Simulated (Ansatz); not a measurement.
Cost and result for the atomization energy of `C[SiH2][AsH2]` (10 atoms, 9 bonds).

```xyz
10

C     1.107   -1.008   -0.390
Si   -0.474   -0.010   -0.487
As   -0.312    1.859    0.959
H     1.072   -1.852   -1.084
H     1.255   -1.403    0.617
H     1.972   -0.392   -0.646
H    -1.647   -0.865   -0.159
H    -0.665    0.525   -1.864
H    -1.801    2.153    0.857
H    -0.506    0.992    2.197
```

The species carries charge 0 and has multiplicity 1. Correlated methods include outer-core shells of As, which these sets cover unevenly. Scalar relativity is left out up to krypton. All single points use the PBE0-D4/def2-TZVP geometry. Program: Ansatz. All runs use 2 threads of an Arm Neoverse V2 on a shared host. Times are those of one run each, without the atoms' runs, and a repeat can differ threefold. Electronic energies, without spin–orbit coupling; frozen cores. CCSD(T)/CBS adds CCSD(T) − MP2 in def2-TZVPP to the MP2 limit, and its time is that of the two runs behind it. T1 = 0.011. With those shells the extrapolation isn't a true limit.

CCSD(T)/CBS is a level of theory with its own doubt, some kJ/mol a heavy atom from the limit and from the frozen cores, so smaller differences don't rank the functionals.

| level | functions | wall time | atomization (kJ/mol) | difference from CCSD(T)/CBS | per bond |
| --- | --- | --- | --- | --- | --- |
| LDA (SPW92)/def2-TZVPP | 219 | 1.6 s | 3482.1 | 371.1 | 41.2 |
| revPBE-D4/def2-TZVPP | 219 | 2.7 s | 3061.2 | -49.8 | -5.5 |
| PBE-D4/def2-TZVPP (with forces) | 219 | 3.3 s | 3111.6 | 0.6 | 0.1 |
| PBE0-D4/def2-TZVPP | 219 | 3.7 s | 3090.6 | -20.4 | -2.3 |
| CAM-B3LYP-D4/def2-TZVPP | 219 | 4.6 s | 3124.8 | 13.8 | 1.5 |
| CCSD(T)/def2-SVP | 99 | 5.5 s | 2909.8 | -201.2 | -22.4 |
| r2SCAN-D4/def2-TZVPP (with forces) | 219 | 6 s | 3112.5 | 1.5 | 0.2 |
| PBE-QIDH/def2-TZVPP | 219 | 7 s | 3070.3 | -40.7 | -4.5 |
| ωB97X-V/def2-TZVPP | 219 | 11 s | 3138.4 | 27.4 | 3.0 |
| B97M-V/def2-TZVPP | 219 | 13 s | 3131.8 | 20.8 | 2.3 |
| MP2/def2-QZVPP | 426 | 26 s | 3049.5 | -61.5 | -6.8 |
| CCSD(T)/def2-TZVPP | 219 | 2.1 min | 3037.3 | -73.7 | -8.2 |
| CCSD(T)/CBS(def2) | – | 2.5 min | 3111.0 | 0.0 | 0.0 |

From r2SCAN to r2SCAN0 (25 % exact exchange), in def2-TZVPP and without D4, the atomization energy moves by −25.4 kJ/mol: exact exchange takes away binding that semilocal exchange gives to molecules. In def2-TZVPP, CCSD(T) changes the Hartree–Fock value by +735.7 kJ/mol (the triples alone add +31.8 kJ/mol) and MP2 by +704.6 kJ/mol; breaking electron pairs costs correlation energy, which Hartree–Fock lacks. The D4 term adds +31.8 kJ/mol with B3LYP and +16.6 kJ/mol with PBE0; it sums over pairs of atoms, weighted by their polarisabilities, and B3LYP, whose exchange is more repulsive, gets the larger term.

B3LYP here is the variant with VWN-RPA as its local correlation; programs differ in this.
